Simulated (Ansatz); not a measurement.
CH₃NOSe, SMILES `NC(O)=[Se]`. Total charge 0; spin multiplicity 1.

Cartesian coordinates in Å:
```
N -0.046 -0.352 0.991
C 0.103 -0.038 -0.292
O -0.529 1.092 -0.600
Se 1.038 -0.998 -1.502
H 0.388 -1.186 1.341
H -0.584 0.237 1.604
H -0.370 1.243 -1.542
```

Question: What are the harmonic wavenumbers in cm⁻¹ at PBE0-D4/def2-TZVP (Ansatz, finite differences of forces, unscaled)? (An estimate is asked.)

Answer: Computed: 334, 340, 405, 526, 608, 652, 678, 1051, 1196, 1386, 1499, 1647, 3610, 3758, 3775.

Question: Is this a minimum?

Answer: Yes, all 15 modes are real.

Question: Give the ideal-gas thermochemistry at 298.15 K and 1 bar (rigid rotor, harmonic oscillator; point group Cs, symmetry number 1).

Answer: Zero-point energy 128.4 kJ/mol; H(298) − E = 142.9 kJ/mol; entropy 298.9 J/(mol·K), of which translation 169.0, rotation 107.8, vibration 22.1; G(298) − E = 53.7 kJ/mol.

Question: Rotational constants (cm⁻¹)?

Answer: 0.3757, 0.1022, 0.08035.
